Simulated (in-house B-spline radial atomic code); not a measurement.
The numbers below are computed, except where a source is named.
C6 from the polarisability at imaginary frequency: the tin ion Sn⁴⁺

BLYP linear response of the closed shell [Kr] 4d10, from a B-spline radial code for spherical atoms; scalar-relativistic (spin-free one-electron X2C), finite nucleus, no spin-orbit coupling; shells from n = 2 respond.

The dispersion coefficient of two like species is C6 = (3/π) ∫ α(iu)² du from 0 to ∞.

```tsv
u (hartree)	α(iu) (bohr³)
0	2.443
0.335	2.361
0.783	2.077
1.34	1.672
2.24	1.153
3.35	0.755
5.03	0.4423
7.83	0.2282
11.2	0.1303
16.8	0.06887
28	0.0308
55.9	0.009864
```

Task: Fit one oscillator, α(iu) = α(0)/(1 + u²/ω²), through u = 2.24 and estimate C6.

Result: From α(0)/α(iu) − 1 = 2.443/1.153 − 1 = 1.1188, ω = u/√1.1188 = 2.1177 hartree (57.6 eV). London's formula gives C6 = (3/4) α(0)² ω = 0.75 × 2.443² × 2.1177 = 9.479 hartree·bohr⁶, and the oscillator holds f = α(0) ω² = 10.96 electrons, of a sum of oscillator strengths of 44.5.

Task: How does that compare with the full integral?

Result: The program's quadrature over all excitations gives C6 = 9.511, so the single oscillator is off by -0.3 %. At the last point the fit gives α = 0.0035 against 0.00986: higher excitations, and deeper shells where there are any, keep the true curve higher at large u.
